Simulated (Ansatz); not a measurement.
`[F][Zr]([F])([F])[Br]` + H–F → `[F][Zr]([F])([F])[F]` + HBr  (ligand exchange at a Zr–Br bond)

Isolated molecules relaxed with PBE0-D4/def2-TZVP in Ansatz; ΔE leaves out vibrations. CCSD(T)/CBS is the MP2 limit (def2-TZVPP, def2-QZVPP) plus CCSD(T) − MP2 in def2-TZVPP, frozen cores. This one scheme is used for every species. DFT in def2-TZVPP. def2 core potentials past Kr. For Br, Zr outer-core shells are correlated without core-valence functions, which leaves a few kJ/mol of doubt a bond. Scalar relativity is left out up to krypton.

`[F][Zr]([F])([F])[Br]`:

Cartesian coordinates in Å:
```
F 1.191 1.512 -0.097
Zr 0.103 -0.023 0.038
F 0.875 -1.410 -0.979
F 0.024 -0.559 1.844
Br -2.193 0.481 -0.805
```

H–F:

Cartesian coordinates in Å:
```
F -0.302 0.336 0.085
H 0.302 -0.336 -0.085
```

`[F][Zr]([F])([F])[F]`:

```xyz
5

F     1.343   -0.401    1.273
Zr    0.000    0.000    0.000
F     0.810    0.479   -1.643
F    -1.099   -1.520   -0.258
F    -1.055    1.442    0.628
```

HBr:

Z-matrix (Å, degrees):
```
Br
H 1 1.420
```

| level | ΔE (kJ/mol) | difference from CCSD(T)/CBS |
| --- | --- | --- |
| PBE0-D4 | -15.7 | -3.3 |
| r2SCAN0-D4 | -15.4 | -3.0 |
| ωB97X-V | -27.3 | -14.9 |
| revPBE | -26.7 | -14.3 |
| LC-ωPBE | -32.3 | -19.9 |
| CCSD(T)/def2-SVP | -38.2 | -25.8 |
| CCSD/def2-TZVPP | -16.9 | -4.5 |
| HF/def2-QZVPP | -18.4 | -6.0 |
| SCS-MP2/def2-QZVPP | -15.6 | -3.2 |
| MP2/CBS(def2) | -7.0 | 5.4 |
| CCSD(T)/CBS | -12.4 | 0 |

Largest T1 diagnostic among the species: 0.018.

Leaving LDA and LC-ωPBE aside and taking each functional with its dispersion term where it has one, the values, not all of them listed here, spread over 18.2 kJ/mol, from CAM-B3LYP-D4 to PBE-QIDH. From BLYP to BHLYP (50 % exact exchange), in def2-TZVPP and without D4, ΔE moves by +12.3 kJ/mol. At CCSD(T), def2-SVP lies −25.8 kJ/mol from the extrapolated value and def2-TZVPP −2.9 kJ/mol.
